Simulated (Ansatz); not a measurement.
Consider the redistribution: `CO[Si](N)(F)F` + `[CH3][Re](=[O])(=[O])=[O]` → `CO[Si](C)(N)F` + `[O]=[Re](=[O])(=[O])[F]`.

Gas-phase electronic energies from Ansatz, PBE0-D4/def2-TZVP geometries. CCSD(T)/CBS adds triple-zeta CCSD(T) − MP2 to the extrapolated MP2 energy (def2 sets, frozen cores). Functionals use def2-TZVPP. def2 core potentials past Kr. For Re outer-core shells are correlated without core-valence functions, which leaves a few kJ/mol of doubt a bond. Each species was taken in one conformer, which may not be the lowest.

Question: Is it downhill or uphill in electronic energy at CCSD(T)/CBS, and by how much? (Best estimate.)

Answer: The calculation gave: Uphill: ΔE = +1.03 eV.

Question: What do these levels give: PBE-D4, ωB97X-V, B2PLYP, PBE, PBE0, MP2/def2-TZVPP, CCSD/def2-TZVPP, HF/def2-QZVPP, MP2/def2-QZVPP, HF/CBS(def2), MP2/CBS(def2), CCSD/CBS(def2)? (An estimate is asked.)

Answer: The calculation gave: PBE-D4 0.67, ωB97X-V 0.85, B2PLYP 0.87, PBE 0.67, PBE0 0.84, MP2/def2-TZVPP 0.92, CCSD/def2-TZVPP 1.10, HF/def2-QZVPP 1.25, MP2/def2-QZVPP 0.94, HF/CBS(def2) 1.25, MP2/CBS(def2) 0.94, CCSD/CBS(def2) 1.12 eV.

Largest T1 diagnostic among the species: 0.024, so the coupled-cluster value is less sure than usual.

In def2-TZVPP, CCSD(T) changes the Hartree–Fock value by −0.22 eV (the triples alone add −0.09 eV) and MP2 by −0.31 eV. From PBE to PBE0 (25 % exact exchange), in def2-TZVPP and without D4, ΔE moves by +0.17 eV.
